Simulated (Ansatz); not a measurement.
Cl$_{4}$MoS, SMILES `[S]=[Mo]([Cl])([Cl])([Cl])[Cl]`. Total charge 0; spin multiplicity 1. Correlated methods include outer-core shells of Mo, which these sets cover unevenly. Mo: def2 effective core potential.

Z-matrix (Å, degrees):
```
Mo
Cl 1 2.277
Cl 1 2.277 2 86.4
Cl 1 2.277 2 86.4 3 -151.9
S 1 2.054 2 104.5 3 104.0
Cl 1 2.277 2 151.1 3 -76.0
```

Q: Give the diagnostics of a CCSD(T)/def2-TZVPP run (frozen core, Ansatz). (Estimate.)

A: The calculation gave: T1 = 0.0234, largest single amplitude 0.114, largest double 0.055, (T) share of the correlation energy 6.4 %, 14 CCSD cycles. The RHF solution is unstable towards an unrestricted one. T1 lies over the customary mark of 0.02 for closed shells; compounds of d metals often pass it without a breakdown.
